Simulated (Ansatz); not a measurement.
CH9NSi2 can be A, `C[SiH2]N[SiH3]`, or B, `N[SiH2]C[SiH3]`.

Isolated molecules relaxed with PBE0-D4/def2-TZVP in Ansatz; ΔE leaves out vibrations. CCSD(T)/CBS adds triple-zeta CCSD(T) − MP2 to the extrapolated MP2 energy (def2 sets, frozen cores). Functionals use def2-TZVPP. B3LYP here is the variant with VWN-RPA as its local correlation; programs differ in this. One conformer a species, not always the lowest.

Problem. Which isomer does CCSD(T)/CBS put lower? Give the gap. (Estimate.)

Solution. Computed: A, by 12.5 kcal/mol.

Problem. Give E(B) − E(A) in kcal/mol with CCSD(T)/def2-TZVPP, HF/def2-TZVPP, MP2/def2-TZVPP, B3LYP, PBE0-D4, CCSD(T)/def2-SVP, B2PLYP. (Best estimate.)

Solution. The calculation gave: CCSD(T)/def2-TZVPP 12.5, HF/def2-TZVPP 15.0, MP2/def2-TZVPP 12.7, B3LYP 13.0, PBE0-D4 11.3, CCSD(T)/def2-SVP 12.8, B2PLYP 13.1. None reverses the order clearly.

Largest T1 diagnostic: 0.010.

Leaving LDA and LC-ωPBE aside and taking each functional with its dispersion term where it has one, the values, not all of them listed here, spread over 3.0 kcal/mol, from PBE-D4 to BHLYP-D4. In def2-TZVPP, CCSD(T) changes the Hartree–Fock value by −2.6 kcal/mol (the triples alone add −0.3 kcal/mol) and MP2 by −2.3 kcal/mol.
